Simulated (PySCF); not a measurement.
C$_{5}$H$_{8}$O$_{2}$Si$_{2}$: full NMR table

```yaml
Formula: C5H8O2Si2
SMILES: C#CC1([SiH2]O[SiH2]O)C=C1
InChI: InChI=1S/C5H8O2Si2/c1-2-5(3-4-5)8-7-9-6/h1,3-4,6H,8-9H2
Point_group_of_the_computed_structure: C1
Degrees_of_unsaturation: 4
Carbon_signals: 4
Proton_signals: 5
```

Numbering as in the mapped SMILES `[CH:1]#[C:2][C:3]1([SiH2:4][O:5][SiH2:6][OH:7])[CH:8]=[CH:9]1`. Each H is labelled by its parent atom.

Theoretical values (PySCF 2.14.0 with density-fitted response routines): coordinates at the GFN2-xTB level, shielding tensors at PBE0/pcSseg-1 (GIAO). Single conformer, in vacuum, averaged over atoms made equivalent by symmetry, fast rotation or ring inversion, no relativistic terms.

Scale: TMS for ¹H (σ = 31.72 ppm) and ¹³C (σ = 186.93 ppm) and ²⁹Si (σ = 349.16 ppm); ¹⁷O (σ = 336.08 ppm) vs H2O (reference shieldings calculated alike).

| carbon | δC, type | δH (multiplicity) | HMBC from (2–3 bonds) | span of the C tensor (ppm) |
| --- | --- | --- | --- | --- |
| C1 | 64.6, CH | 0.83 (s) | – | 227 |
| C2 | 95.6, C | – | H(C8)/H(C9), H(Si4), H(C1) | 300 |
| C3 | 4.1, C | – | H(C8)/H(C9), H(Si4), H(C1) | 132 |
| C8/C9 | 119.1, CH | 7.22 (s) | H(C8)/H(C9), H(Si4) | 247 |

Other nuclei:
```csv
atoms,nucleus,environment,δ (ppm),σ (ppm)
H(Si4),¹H,"hydrogen on a silicon bonded to C, O",5.14,26.57
H(Si6),¹H,hydrogen on a silicon bonded to 2 O,4.99,26.72
H(O7),¹H,hydrogen on an oxygen bonded to Si,1.21,30.51
Si4,²⁹Si,"silicon bonded to C, O, 2 H",-36.4,385.5
Si6,²⁹Si,"silicon bonded to 2 O, 2 H",-38.4,387.6
O5,¹⁷O,oxygen bonded to 2 Si,53.2,282.9
O7,¹⁷O,"oxygen bonded to Si, H",38.9,297.2
```

1. Carbon types of the structure: 2 × C, 3 × CH, leaving 5 H on heteroatoms.
2. δC 119.1: alkene CH; the olefinic region.
3. δC 95.6: alkyne carbon; sp carbons lie upfield of alkene carbons because the cylindrical π system leaves one tensor component strongly shielded.
4. δC 64.6: terminal alkyne carbon; sp carbons lie upfield of alkene carbons because the cylindrical π system leaves one tensor component strongly shielded.
5. δH 7.22: hydrogen on an alkene CH; attached to an sp2 carbon and in the plane of the double bond.
6. δH 1.21: hydrogen on an oxygen bonded to Si; labile proton, position sensitive to the medium.

OH and NH positions are those of a molecule without intermolecular hydrogen bonds; in solution they move with solvent, concentration and temperature, and exchange usually removes their couplings. Shifts are as computed. Against solution values, carbons near 30 ppm lie about +3 ppm off and those near 130 ppm about +5 ppm. Of 1211 compounds with measured shifts, 218 miss one by over three times the rms of a fit or turn the order of signals round; such compounds aren't used in these exercises. Experimental scales use liquid or dissolved standards, which lie at an offset from isolated H2O (liquid H2O: subtract about 36 ppm). Multiplicities follow the n + 1 count of equivalent neighbours, as no J values were calculated; m marks all less simple cases, F and P coupling included.
